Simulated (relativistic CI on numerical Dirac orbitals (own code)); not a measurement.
**One change at a time: W XVIII**

Base calculation: Dirac-Coulomb-Breit CI, KLI orbitals optimised for each configuration, model QED (radiative potential, 1s self-energy scaled to tabulated hydrogen-like ionisation energies), unscaled Slater integrals.

Configuration list (outside the closed core [Ar] 3d10): 4s2 4p6 4d10 4f11, 4s2 4p6 4d10 4f10 5s, 4s2 4p6 4d10 4f9 5s2, 4s2 4p6 4d10 4f9 5s 5p, 4s2 4p6 4d10 4f10 5p, 4s2 4p6 4d10 4f9 5p2, 4s2 4p6 4d10 4f10 5d, 4s2 4p6 4d9 4f12, 4s2 4p6 4d9 4f10 5s2, 4s2 4p6 4d10 4f10 6s, 4s2 4p6 4d8 4f13, 4s2 4p6 4d10 4f10 6p, 4s2 4p5 4d10 4f12, 4s2 4p6 4d10 4f10 7s, 4s2 4p4 4d10 4f13, 4p6 4d10 4f13, 4s 4p6 4d10 4f11 5s, 4s 4p6 4d9 4f13, 4s 4p6 4d10 4f11 6s. Levels of other configurations are missing.

Variants: (1) only the first 3 configurations; (2) non-relativistic limit. Shifts of the energy above 4s2 4p6 4d10 4f11 4I°_15/2, in cm⁻¹, for the lowest level and the first level of each name with at least 55 % of one term (blank where a level changes its place among those of its configuration and J or its character, or is not in the variant):

```
                       Level     Base     Δ(1)       Δ(2)
  4s2 4p6 4d10 4f11 4I°_15/2      0.0      0.0        0.0
  4s2 4p6 4d10 4f11 4I°_13/2  15798.8    -41.0   -15798.8
  4s2 4p6 4d10 4f11 4I°_11/2  21384.9   +929.8   -21384.9
4s2 4p6 4d10 4f10 5s 6I_17/2  23677.0   -745.0  +266544.9
4s2 4p6 4d10 4f10 5s 6I_15/2  34065.0   -699.0  +256156.9
   4s2 4p6 4d10 4f11 4F°_7/2  41743.3  +2078.6   -16241.1
4s2 4p6 4d10 4f10 5s 6I_13/2  43652.0   -720.4  +246569.9
   4s2 4p6 4d10 4f11 4F°_5/2  44214.2  +2736.1   -18712.1
4s2 4p6 4d10 4f10 5s 6I_11/2  50113.9   -707.6  +240108.0
4s2 4p6 4d10 4f10 5s 4I_15/2  50765.7   -423.5  +258836.4
  4s2 4p6 4d10 4f11 2K°_15/2  52566.0   +291.2   -11424.0
  4s2 4p6 4d10 4f11 4G°_11/2  52979.9  +2088.8   -12153.8
 4s2 4p6 4d10 4f10 5s 6I_9/2  55048.4   -697.9  +235173.5
   4s2 4p6 4d10 4f11 4G°_9/2  56548.1  +2142.9
```

At this charge transitions that keep the count of f electrons are usually good to a few per cent. Terms inside the open d or f shell come out 10 to 20 % too wide with unscaled integrals. Levels that differ in their count of f electrons can be misplaced by several ten thousand cm⁻¹, since the correlation energy of f electrons is missing or only estimated; rates across such gaps can be off by orders of magnitude.

Ionisation energy from one configuration of each of the two ions, the ground ones as tabulated or assumed: base 417.674 eV. The NIST ASD value (semi-empirical) is 420.7 ± 1.4 eV.

LS names give the leading component of a level, which can be under half, so a name can repeat, a term be missing and a line seem to break the LS rules.
